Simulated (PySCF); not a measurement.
B(F)(GeH3)(OH), SMILES O[B](F)[GeH3] (H4BFGeO), singlet at its PBE0/def2-SVP optimised geometry (Å):

```
8

B      0.6094    -0.3835     0.0000
F      1.9463    -0.3835     0.0000
Ge    -0.4300     1.4106     0.0000
H     -0.1746     2.1785     1.3125
H      0.0431     2.3151    -1.1549
H     -1.9463     1.1919    -0.1420
O     -0.0376    -1.5612     0.0068
H      0.5690    -2.3151     0.0124
```

Computed with PBE0/def2-TZVP (PySCF). Cells within 0.4 Å of a nucleus heavier than hydrogen are left out (blank, or x).

Map of the HOMO−1 amplitude (bohr^(-3/2)) on the plane z = 0.0 Å; orbital energy -9.45 eV, overall sign arbitrary:

```
|777777777777777777777777777|
|777777777777777777777777777|
|777777777777777777777777777|
|777777777777777777777777777|
|777766666777788777777777777|
|777666666677888877777777777|
|776666666678999887777777777|
|776666554567899987777777777|
|766665432357x99987777777777|
|76666530014xx89987777777777|
|766665300136x78877777777777|
|766665432234577777777777777|
|776666544445667777666777777|
|776666655555667x76556777777|
|77766666666666xx76xx7777777|
|777766666666777x77xx7777777|
|777776666677777777777777777|
|777777777777xx6667777777777|
|777777777777xx6667777777777|
|777777777777766666777777777|
|777777777777766666777777777|
|777777777777766667777777777|
|777777777777776677777777777|
|777777777777777777777777777|
|777777777777777777777777777|
|777777777777777777777777777|
|777777777777777777777777777|
```
Scale: ten equal steps from -0.248 (start of '0') to 0.101 (end of '9'), in the order '0123456789'; x runs from -4.50 to 4.50, y from -4.50 (bottom) to 4.50 (top).
